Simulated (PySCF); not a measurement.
# Working out the electron affinity of Mo

Mo⁻ [Kr] 4d5 5s2 (6S) → Mo [Kr] 4d5 5s1 (7S). Computed with PySCF 2.14 in def2-TZVPPD with the def2 core potential (28 electrons), with a scalar-relativistic core potential. Frozen: 4s2 4p6. Energies in hartree (1 hartree = 27.21139 eV):

```
            part  Mo⁻ (lower)  Mo (upper)
             UHF   -67.536278  -67.566616
CCSD correlation    -0.125440   -0.085036
             (T)    -0.006452   -0.002105
```

**Question.** What does Hartree-Fock give?

**Answer.** (-67.566616) − (-67.536278) = -0.030338 hartree = -0.826 eV.

**Question.** What do CCSD and CCSD(T) give?

**Answer.** The CCSD correlation energies differ by 0.040404 hartree = 1.099 eV and the triples by 0.004347 hartree = 0.118 eV, so CCSD gives 0.273 eV and CCSD(T) 0.391 eV.

Reference: 0.747 eV (measured; photodetachment measurements, as compiled on the Wikipedia data page of electron affinities).

The coupled-cluster amplitudes are large, so a single reference is strained.

What remains against the reference includes basis incompleteness, the frozen core and higher excitations.
